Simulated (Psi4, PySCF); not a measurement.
Psi4 was given this input:
```
memory 2 GB

molecule mol {
0 1
O    -0.000000   -0.000000   -1.491085
Si    0.000000    0.000000    0.000000
O     0.000000    0.000000    1.491085
}

set {
  basis aug-cc-pvdz
  reference rks
  scf_type pk
  puream true
  d_convergence 1e-8
  dft_radial_points 99
  dft_spherical_points 590
}

energy('pbe0')
print_variables()
```

Question: Write the same job for PySCF.

Answer: This is not unique; one that fits is 
```python
from pyscf import gto, scf, dft

mol = gto.Mole()
mol.atom = '''
    O    -0.000000   -0.000000   -1.491085
    Si    0.000000    0.000000    0.000000
    O     0.000000    0.000000    1.491085
'''
mol.basis = 'aug-cc-pvdz'
mol.charge = 0
mol.spin = 0
mol.verbose = 4
mol.build()

mf = dft.RKS(mol)
mf.xc = 'pbe0'
mf.grids.atom_grid = (99, 590)
mf.grids.prune = None
mf.kernel()
```

Both were run: Psi4 gave -439.662805 Eh and PySCF -439.662805 Eh, 0.000 mEh apart.
